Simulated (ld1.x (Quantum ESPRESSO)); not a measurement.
## What the settings do to the TM potential of Nb

Base potential:

```
Element                 : Nb (Z = 41)
Generator               : ld1.x (Quantum ESPRESSO) 7.5
Type                    : norm-conserving Troullier–Martins (Kleinman–Bylander form)
Functional              : PW91
Relativity              : scalar-relativistic
Frozen core             : [Kr]
Valence charge          : 5
Reference configuration : 4d4 5s0.75 5p0.25
Partial waves           : 5s (bound): rc 3.30 bohr; 4d (bound): rc 2.15 bohr; 4f channel at 0.1 Ry: rc 3.40 bohr; 5p (bound): rc 4.20 bohr
Local potential         : the p channel
Core correction         : Bessel-smoothed model core, default radius (core density twice the valence density)
```

All-electron outer shells of the reference configuration (PW91, scalar-relativistic, ld1.x):

```json
{"shell": "4s", "level (eV)": "-58.78", "outermost node (bohr)": "0.53", "outermost maximum (bohr)": "1.04"}
{"shell": "4p", "level (eV)": "-34.90", "outermost node (bohr)": "0.54", "outermost maximum (bohr)": "1.12"}
{"shell": "5s", "level (eV)": "-4.25", "outermost node (bohr)": "1.40", "outermost maximum (bohr)": "3.08"}
{"shell": "4d", "level (eV)": "-3.39", "outermost node (bohr)": "0.55", "outermost maximum (bohr)": "1.49"}
{"shell": "5p", "level (eV)": "-1.32", "outermost node (bohr)": "1.62", "outermost maximum (bohr)": "4.21"}
```

Cutoffs, loose and tight: the cutoffs (Ry, on a coarse ladder) from which the occupation-weighted sum of valence levels, in a spherical-Bessel basis at the reference potential, stays within 10 and 1 mRy of its value at 400 Ry. They do not see the model core or the augmentation charge, which bear on the density cutoff. Test errors are all-electron minus pseudo excitation energies from the reference, over the configurations 4d4 5s1 5p0; 4d4 5s0 5p0; 4d3 5s0 5p0; 4d1 5s0 5p0; 4d3 5s2 5p0; 4d4 5s0.5 5p0; 4d5 5s0 5p0. A dash means not determined; rows that change the core or the reference have their own tests.

| change | outcome | cutoff, loose | cutoff, tight | bound ghosts | largest test error (meV) |
| --- | --- | --- | --- | --- | --- |
| base | generated | 35 Ry | 40 Ry | none | -1943 |
| all radii but the core radius scaled by about 0.76 (s 2.50, p 3.18, d 1.62, f 2.58 bohr) | generated | 40 Ry | 50 Ry | none | -1993 |
| all radii but the core radius scaled by about 0.88 (s 2.92, p 3.70, d 1.90, f 3.00 bohr) | generated | 35 Ry | 45 Ry | none | -1944 |
| all radii but the core radius scaled by about 0.95 (s 3.14, p 4.00, d 2.06, f 3.24 bohr) | generated | 35 Ry | 40 Ry | none | -1940 |
| all radii but the core radius scaled by about 1.05 (s 3.46, p 4.40, d 2.26, f 3.56 bohr) | generated | 30 Ry | 40 Ry | none | -1947 |
| all radii but the core radius scaled by about 1.18 (s 3.90, p 4.98, d 2.54, f 4.02 bohr) | generated | 30 Ry | 35 Ry | none | -1936 |
| all radii but the core radius scaled by about 1.26 (s 4.16, p 5.30, d 2.72, f 4.30 bohr) | generated | 25 Ry | 30 Ry | none | -1886 |
| all radii but the core radius scaled by about 1.34 (s 4.42, p 5.62, d 2.88, f 4.56 bohr) | generated | 25 Ry | 30 Ry | none | -1831 |

Reading the sweep of the scale of all radii but the core radius (base = 1) (base included, trends over the rows without a ghost): The loose cutoff falls from 40 Ry at 0.76 to 25 Ry at 1.34. A larger radius leaves more room for a smooth pseudo-wave, so fewer plane waves are needed; a smaller one forces it to follow the all-electron wave where it bends sharply. The median size of the test errors (rows with all tests solved) is not monotonic: lowest 18.5 meV at 1.26, highest 74.0 meV at 0.88.
